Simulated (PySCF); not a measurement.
Selenium: a sound run and one with changed settings

Sound run: Se²⁺ [Ar] 3d10 4s2 4p2, Se³⁺ [Ar] 3d10 4s2 4p1. All numbers are calculated (PySCF 2.14, no relativity, point nucleus, in def2-SVP (5s4p3d, 32 functions)). In the sound run the correlated levels freeze [Ar] 3d10. The sound run starts from symmetry-adapted Hartree-Fock orbitals and uses a fine grid where one is needed.

Changed run: basis STO-3G. This setting is unsound on purpose.

| species | method | sound run (hartree) | changed run (hartree) | converged |
| --- | --- | --- | --- | --- |
| Se²⁺ | UHF | -2398.44768 | -2372.53530 | yes |
| Se²⁺ | PBE0 | -2399.76925 | -2373.51634 | yes |
| Se²⁺ | TPSS | -2399.98613 | -2373.66807 | yes |
| Se²⁺ | MP2 | -2398.49403 | -2372.54313 | yes |
| Se²⁺ | CCSD(T) | -2398.51229 | -2372.54903 | yes |
| Se³⁺ | UHF | -2397.31118 | -2371.38172 | yes |
| Se³⁺ | PBE0 | -2398.60731 | -2372.33719 | yes |
| Se³⁺ | TPSS | -2398.82451 | -2372.49021 | yes |
| Se³⁺ | MP2 | -2397.34768 | -2371.39782 | yes |
| Se³⁺ | CCSD(T) | -2397.36469 | -2371.40899 | yes |

Ionisation energy of Se²⁺:

```tsv
method	sound run (eV)	changed run (eV)
UHF	30.926	31.390
PBE0	31.618	32.086
TPSS	31.609	32.051
MP2	31.194	31.166
SCS-MP2	31.125	31.121
CCSD	31.221	31.022
CCSD(T)	31.228	31.022
```

A minimal basis cannot let orbitals breathe on ionisation and holds almost no correlation.

For comparison, NIST gives 31.697 ± 0.019 eV between the lowest levels.
